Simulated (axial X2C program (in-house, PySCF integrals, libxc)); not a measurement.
## Levels of AsH⁺ by electron attachment to AsH²⁺ (EOM-EA-CCSD)

Calculated with an axial X2C code built on PySCF integrals: two-component X2C with atomic mean-field Coulomb and Gaunt terms, Gaussian nuclei, basis As dyall-acv3z, H dyall-av3z with contracted cores.

R = 1.534 Å (near the PBE0 minimum at charge 1 of the determinant lowest at the starting distance; the state shown can have its own minimum elsewhere).

Hartree–Fock spinors of AsH²⁺ (one of each Kramers pair; a window near the gap, which can cut inner shells):

```json
{"ω": "1/2", "occupied": "yes", "ε (eV)": "-28.94", "character": "59% As p, 25% H s, 11% As s"}
{"ω": "1/2", "occupied": "no", "ε (eV)": "-16.97", "character": "83% As p, 9% H p, 7% H d"}
{"ω": "3/2", "occupied": "no", "ε (eV)": "-16.78", "character": "83% As p, 10% H p, 7% H d"}
{"ω": "1/2", "occupied": "no", "ε (eV)": "-10.04", "character": "35% As d, 19% H s, 18% As p"}
{"ω": "1/2", "occupied": "no", "ε (eV)": "-8.15", "character": "44% As s, 32% H s, 18% As d"}
{"ω": "1/2", "occupied": "no", "ε (eV)": "-6.75", "character": "72% As d, 22% H p, 6% As p"}
{"ω": "3/2", "occupied": "no", "ε (eV)": "-6.75", "character": "73% As d, 21% H p, 5% As p"}
```

Levels of AsH⁺ obtained by attaching an electron to AsH²⁺:

```json
{"Ω": "1/2", "binding energy (eV)": "17.848", "above lowest (cm⁻¹)": "0", "attached spinor": "83% As pπ, 9% H pπ, 7% H dπ", "one-particle weight": "0.96"}
{"Ω": "3/2", "binding energy (eV)": "17.664", "above lowest (cm⁻¹)": "1487", "attached spinor": "83% As pπ, 9% H pπ, 7% H dπ", "one-particle weight": "0.96"}
{"Ω": "1/2", "binding energy (eV)": "10.996", "above lowest (cm⁻¹)": "55267", "attached spinor": "36% As dσ, 19% As pσ, 19% H sσ", "one-particle weight": "0.94"}
```

Question: What is the splitting of the first π pair in the table, and is it regular or inverted?

Answer: E(3/2) − E(1/2) = 1487 − 0 = 1487 cm⁻¹ at EOM-EA-CCSD: regular, Ω = 1/2 lower. Splittings at this level can be off by ten to twenty per cent.

This point took 3.5 s on 1 thread of Intel(R) Xeon(R) Processor @ 2.30GHz, on a shared host.

Reference electrons by ω block (each with its −ω partner): 1/2: 11, 3/2: 4, 5/2: 1. 4 electrons of AsH²⁺ correlated (inner shells frozen), 92 natural virtual spinors (a truncated set); levels can be off by some tenths of an eV. Roots sought by Ω: (1/2: 5, 3/2: 4, 5/2: 2, 7/2: 1); rows need 60 % one-particle weight and stop where some Ω has no more roots. Missing are any skipped roots, higher Ω and states of a further excitation; these come out far too high here and may in truth be low or lowest. T1 of the reference 0.009 (Lee–Taylor). The reference was not checked to be the lowest state of its species. Number of frozen shells: As 3 s, 2 p, 1 d; H none.
